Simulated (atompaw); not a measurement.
Reading a pseudo-wave (mercury)

Columns: radius, all-electron u(r) and pseudo u(r) of the 6p shell (level -1.05 eV) of mercury in the configuration [Xe] 4f14 5d10 6s2 6p0; PBE, scalar-relativistic, PAW (atompaw) scheme, atompaw 4.2.0.5.

```json
{"r (bohr)": "0.106", "all-electron": "-0.0630", "pseudo": "0.0016"}
{"r (bohr)": "0.212", "all-electron": "0.0099", "pseudo": "0.0064"}
{"r (bohr)": "0.317", "all-electron": "0.1112", "pseudo": "0.0142"}
{"r (bohr)": "0.423", "all-electron": "0.0677", "pseudo": "0.0250"}
{"r (bohr)": "0.529", "all-electron": "-0.0358", "pseudo": "0.0386"}
{"r (bohr)": "0.635", "all-electron": "-0.1252", "pseudo": "0.0548"}
{"r (bohr)": "0.740", "all-electron": "-0.1738", "pseudo": "0.0730"}
{"r (bohr)": "0.846", "all-electron": "-0.1825", "pseudo": "0.0933"}
{"r (bohr)": "0.952", "all-electron": "-0.1600", "pseudo": "0.1152"}
{"r (bohr)": "1.058", "all-electron": "-0.1170", "pseudo": "0.1384"}
{"r (bohr)": "1.163", "all-electron": "-0.0631", "pseudo": "0.1624"}
{"r (bohr)": "1.269", "all-electron": "-0.0041", "pseudo": "0.1872"}
{"r (bohr)": "1.375", "all-electron": "0.0555", "pseudo": "0.2124"}
{"r (bohr)": "1.481", "all-electron": "0.1125", "pseudo": "0.2376"}
{"r (bohr)": "1.587", "all-electron": "0.1657", "pseudo": "0.2625"}
{"r (bohr)": "1.692", "all-electron": "0.2138", "pseudo": "0.2867"}
{"r (bohr)": "1.798", "all-electron": "0.2575", "pseudo": "0.3104"}
{"r (bohr)": "1.904", "all-electron": "0.2962", "pseudo": "0.3332"}
{"r (bohr)": "2.010", "all-electron": "0.3302", "pseudo": "0.3549"}
{"r (bohr)": "2.115", "all-electron": "0.3596", "pseudo": "0.3751"}
{"r (bohr)": "2.221", "all-electron": "0.3852", "pseudo": "0.3941"}
{"r (bohr)": "2.327", "all-electron": "0.4070", "pseudo": "0.4116"}
{"r (bohr)": "2.433", "all-electron": "0.4255", "pseudo": "0.4274"}
{"r (bohr)": "2.538", "all-electron": "0.4408", "pseudo": "0.4414"}
{"r (bohr)": "2.644", "all-electron": "0.4534", "pseudo": "0.4535"}
{"r (bohr)": "2.750", "all-electron": "0.4636", "pseudo": "0.4636"}
```

Q: How many radial nodes do the two functions have?

A: The all-electron 6p function has n − l − 1 = 4 (the table is too coarse to show those close to the nucleus); the pseudo-wave has 0, since the states of the same l below it are removed with the core.

Q: Is the pseudo-wave norm-conserving?

A: No, it belongs to a PAW set: the norm inside the radius is not constrained, and the difference is carried by the augmentation charge.
